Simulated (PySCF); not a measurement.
## Ag: excitation energy

Ag [Kr] 4d10 5s1 (2S) → Ag [Kr] 4d9 5s2 (2D), as a difference of total energies. All numbers are calculated (PySCF 2.14, scalar relativity by spin-free X2C-1e, in ANO-RCC-VTZP (7s6p4d2f1g, 68 functions)). Correlated levels: valence and next inner shell: [Ar] 3d10 frozen. The calculations carry no spin-orbit coupling.

```csv
method,excitation energy (eV)
UHF,3.735
MP2 (valence and next inner shell),4.218
SCS-MP2 (valence and next inner shell),4.008
CCSD (valence and next inner shell),3.862
CCSD(T) (valence and next inner shell),3.850
```

Q: How much does correlation contribute at CCSD(T) (valence and next inner shell)?

A: 3.850 − (3.735) = 0.115 eV, measured against UHF.

Errors of the correlated levels include the incompleteness of this basis and the frozen core.

For comparison: 3.971 eV (measured; NIST levels, between the centres of gravity of the two terms).
